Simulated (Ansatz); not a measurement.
Basis-set series for AlBrH₄Si, SMILES `[SiH3][AlH][Br]`. Charge 0, multiplicity 1. The structure was optimised at the PBE0-D4/def2-TZVP level.

```xyz
7

Si    0.568    0.921    0.245
Al   -0.723   -1.133   -0.069
Br   -1.172   -1.759   -2.198
H     0.401    1.852   -0.902
H     2.016    0.582    0.361
H     0.170    1.627    1.495
H    -1.260   -2.090    1.069
```

```json
{"functional": "PBE0-D4", "basis": "def2-SVP", "functions": "88", "energy (Eh)": "-3107.51623", "HOMO (eV)": "-7.70", "LUMO (eV)": "-2.07"}
{"functional": "PBE0-D4", "basis": "def2-TZVPP", "functions": "188", "energy (Eh)": "-3108.01604", "HOMO (eV)": "-7.71", "LUMO (eV)": "-2.09"}
{"functional": "ωB97M-V", "basis": "def2-SVP", "functions": "88", "energy (Eh)": "-3107.85356", "HOMO (eV)": "-9.67", "LUMO (eV)": "-0.34"}
{"functional": "ωB97M-V", "basis": "def2-TZVPP", "functions": "188", "energy (Eh)": "-3108.35320", "HOMO (eV)": "-9.72", "LUMO (eV)": "-0.42"}
```

Give the rows for def2-QZVPP. (Estimate.)

Ansatz gave: 
| functional | basis | functions | energy (Eh) | HOMO (eV) | LUMO (eV) |
| --- | --- | --- | --- | --- | --- |
| PBE0-D4 | def2-QZVPP | 349 | -3108.08571 | -7.72 | -2.10 |
| ωB97M-V | def2-QZVPP | 349 | -3108.42035 | -9.72 | -0.48 |

Scalar relativity is left out up to krypton.
